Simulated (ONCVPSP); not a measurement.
caesium, ONCV: configuration errors across variants

caesium, optimised norm-conserving Vanderbilt (ONCV), made with ONCVPSP 4.0.1 (Wu-Cohen, scalar-relativistic). Core [Kr] 4d10, reference 5s2 5p6 6s1. Waves: 5s+6s: rc 3.40 bohr, ncon 5, nbas 9, qcut 2.9 1/bohr, 3 projectors, debl 2.1 Ha; 5p: rc 1.95 bohr, ncon 3, nbas 6, qcut 5.1 1/bohr, 2 projectors, debl 1 Ha; d scattering state at 0.38 Ha: rc 3.15 bohr, ncon 4, nbas 8, qcut 3.4 1/bohr, 1 projector. Local part: polynomial inside 1.85 bohr (lpopt 5, dvloc0 6 Ha). Core correction: none.

In the d channel the program set the typed energies aside and used 0.050 Ha.

All-electron excitation energies from the reference (eV): (1) 5s2 5p6 6s0 3.736; (2) 5s2 5p6 6s0.5 1.417; (3) 5s2 5p6 6s0 6p1 1.306; (4) 5s1 5p6 6s1 31.758.

1 further variants failed, have other tests or too few solved ones, and are left out.

Errors AE − PS in meV (a dash: test not solved or not reliable):

```json
{"change": "base", "(1)": "-0.4", "(2)": "-0.1", "(3)": "-0.1", "(4)": "-266", "bound ghosts": "none", "GHOST(+) flags above zero": "d"}
{"change": "p: qcut 3.6", "(1)": "-0.4", "(2)": "-0.1", "(3)": "-0.2", "(4)": "-259", "bound ghosts": "none", "GHOST(+) flags above zero": "d"}
{"change": "p: rc 2.86", "(1)": "-0.4", "(2)": "-0.1", "(3)": "-0.1", "(4)": "-239", "bound ghosts": "none", "GHOST(+) flags above zero": "d"}
{"change": "d: ncon 5, nbas 9", "(1)": "-0.4", "(2)": "-0.1", "(3)": "-0.1", "(4)": "-266", "bound ghosts": "none", "GHOST(+) flags above zero": "d"}
```

(1) Give the same row for: core correction Teter function, fcfact 4.75, rcfact 1.2.

Answers

(1) -0.8, -0.2, -0.4, -332; bound ghosts: none; GHOST(+) flags above zero: d.
